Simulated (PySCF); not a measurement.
Al(Me)(OMe)(PH2) (C2H8AlOP), SMILES [Al]([CH3])([PH2])[O]C.

Coordinates come from a PBE0-D3(BJ)/def2-SVP optimisation. The structure was generated by enumeration; whether it is a known compound was not checked. Other conformers were not sampled.

Method: PBE0-D3(BJ)/def2-SVP (PySCF 2.14.0).

Frequencies are harmonic and unscaled.

Computed vibrational spectrum:
| mode | ν (cm⁻¹) | IR (km/mol) | moving atoms (share of kinetic energy) |
|---|---|---|---|
| 1 | 33 | 0.1 | H 98 % |
| 2 | 64 | 3.8 | H 79 %, P 10 %, C 9 % |
| 3 | 81 | 4.5 | H 56 %, C 21 %, P 19 % |
| 4 | 99 | 0.5 | H 72 %, C 17 % |
| 5 | 116 | 1.7 | H 36 %, O 28 %, C 24 %, Al 10 % |
| 6 | 137 | 0.6 | C 37 %, H 32 %, P 12 %, Al 11 % |
| 7 | 194 | 28.8 | Al 48 %, O 29 %, H 18 % |
| 8 | 228 | 22.4 | O 52 %, H 16 %, C 15 %, P 9 %, Al 9 % |
| 9 | 379 | 11.3 | P 40 %, Al 24 %, C 17 %, H 13 % |
| 10 | 501 | 1.2 | H 86 %, P 10 % |
| 11 | 577 | 4.7 | H 80 %, C 16 % |
| 12 | 629 | 39.3 | H 41 %, C 22 %, Al 19 %, O 14 % |
| 13 | 653 | 39.2 | H 74 %, C 17 % |
| 14 | 695 | 112.1 | H 49 %, C 27 %, Al 23 % |
| 15 | 773 | 100.2 | Al 48 %, H 20 %, C 20 %, O 11 % |
| 16 | 1083 | 16.8 | H 97 % |
| 17 | 1185 | 22.5 | H 70 %, C 22 %, O 8 % |
| 18 | 1190 | 0.6 | H 76 %, C 19 % |
| 19 | 1207 | 23.0 | H 79 %, C 21 % |
| 20 | 1266 | 329.9 | O 56 %, C 33 % |
| 21 | 1420 | 1.4 | H 96 % |
| 22 | 1421 | 5.4 | H 95 % |
| 23 | 1472 | 1.0 | H 97 % |
| 24 | 1478 | 1.7 | H 94 % |
| 25 | 1484 | 19.5 | H 90 %, C 9 % |
| 26 | 2393 | 31.5 | H 97 % |
| 27 | 2409 | 50.7 | H 97 % |
| 28 | 2997 | 92.9 | H 97 % |
| 29 | 3048 | 1.7 | H 97 % |
| 30 | 3076 | 55.2 | H 91 %, C 9 % |
| 31 | 3094 | 36.2 | H 90 %, C 10 % |
| 32 | 3144 | 2.4 | H 91 %, C 9 % |
| 33 | 3165 | 2.2 | H 91 %, C 9 % |
